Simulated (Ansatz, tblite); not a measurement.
Cost and result up the ladder for WO₂F₂ (5 atoms). Charge 0, multiplicity 1. Geometry: PBE-D4/def2-SVP.

| atom | x (Å) | y (Å) | z (Å) |
| --- | --- | --- | --- |
| W1 | 0.018 | -0.003 | -0.008 |
| O2 | -1.492 | -0.359 | -0.738 |
| O3 | -0.357 | 0.660 | 1.528 |
| F4 | 0.880 | 1.309 | -1.029 |
| F5 | 0.951 | -1.607 | 0.247 |

Ansatz on 4 threads of Arm Neoverse V2 on a shared host; xTB runs through tblite on one thread. Times are rough, summed over both states, and most runs start from the orbitals of an earlier one. No level here is sound enough to serve as a yardstick. The other state is a triplet.

In the def2 sets W takes a core potential; there is no spin–orbit coupling. The xTB rows come from tblite.

xTB has no spin-polarisation term.

```json
{"level": "GFN1-xTB", "functions": "25", "wall time": "0.005 s"}
{"level": "GFN2-xTB", "functions": "25", "wall time": "0.006 s"}
{"level": "PBE-D4/def2-TZVP", "functions": "164", "wall time": "3.3 s"}
{"level": "r2SCAN-D4/def2-TZVP", "functions": "164", "wall time": "14 s"}
```

(1) Estimate what each level gives for the vertical triplet (eV).

Answers

(1) 
```
              level  vertical triplet (eV)
           GFN1-xTB                   6.27
           GFN2-xTB                   4.82
   PBE-D4/def2-TZVP                   4.69
r2SCAN-D4/def2-TZVP                   4.57
```
